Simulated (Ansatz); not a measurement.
System: C4H12Mo (charge 0, triplet). The spin state was set by rule; other spins were not relaxed. 
Coordinates optimised at B3LYP-D3(BJ)/def2-TZVP (Ansatz, a quantum-chemistry and plane-wave program):
```xyz
17

Mo     0.0000     0.0000     0.0000
C      1.7570    -0.3682    -1.0979
H      2.3249    -1.1915    -0.6492
H      2.3941     0.5237    -1.1136
H      1.5141    -0.6384    -2.1321
C      0.5034     0.5150     1.9773
H     -0.4009     0.7107     2.5652
H      1.1279     1.4157     1.9924
H      1.0587    -0.2995     2.4568
C     -1.0633     1.5838    -0.8883
H     -1.9832     1.7902    -0.3290
H     -1.3344     1.3331    -1.9205
H     -0.4544     2.4952    -0.9019
C     -1.1971    -1.7306     0.0090
H     -1.4696    -2.0144    -1.0141
H     -2.1183    -1.5574     0.5773
H     -0.6588    -2.5675     0.4688
```
Charge 0, spin multiplicity 3.

Wanted: atomisation energy (electronic, to ground-state atoms), in kcal/mol. Valence correlation only, unless marked. UHF or UKS for open shells. Spin-orbit coupling is left out. Frozen are the shells of the preceding noble gas and the d and f shells that filled before the atom's block. In def2 rows, elements after Kr have scalar-relativistic effective core potentials. STO-3G rows are all-electron and non-relativistic. The coupled-cluster limit lacks core correlation, which all-electron functionals hold. Basis-set limits of correlation are two-point, X^-3; Hartree-Fock from the larger set. The bracket is a focal-point correction in the basis named.

```tsv
level	program	atomisation energy (kcal/mol)
PBE-D4/def2-TZVPD	Ansatz + dftd4	(withheld)
PBE0/STO-3G	Ansatz	1868.6
PBE0-D4/def2-TZVP	Ansatz + dftd4	(withheld)
r2SCAN0/def2-TZVPD	Ansatz	1438.5
wB97X-V/def2-TZVPD	Ansatz	1468.1
RPA@PBE/def2-QZVPP	Ansatz	1389.1
RI-MP2/CBS(def2-TZVPP,def2-QZVPP)+[CCSD(T)-MP2]/def2-TZVPP	Ansatz	1458.4
```

**Question.** Fill in the missing entries.

**Answer.** 
- PBE-D4/def2-TZVPD, atomisation energy (kcal/mol): 1490.9
- PBE0-D4/def2-TZVP, atomisation energy (kcal/mol): 1460.8
